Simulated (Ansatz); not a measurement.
Ansatz results at the PBE0-D4/def2-TZVP geometry: HOMO–LUMO gap (ωB97M-V/def2-TZVPP) 9.82 eV; size of the dipole moment (PBE/def2-TZVPP) 3.12 D; HOMO energy (B3LYP/def2-TZVPP) -6.29 eV.

Each molecule was computed in one conformer, which needn't be the lowest.

(1) Which molecule gave them?
A. `N[C]1(F)[SiH2][GeH2]1`
B. `CB1C[SiH2]1`
C. `C#CC`
D. `N[Si@H]1[GeH2][C@@H]1F`

Results:

(1) D. The others give `CB1C[SiH2]1`: 9.34, 0.49, -6.35; `C#CC`: 12.86, 0.87, -7.49; `N[C]1(F)[SiH2][GeH2]1`: 9.97, 1.31, -6.55.

B3LYP here is the variant with VWN-RPA as its local correlation; programs differ in this.
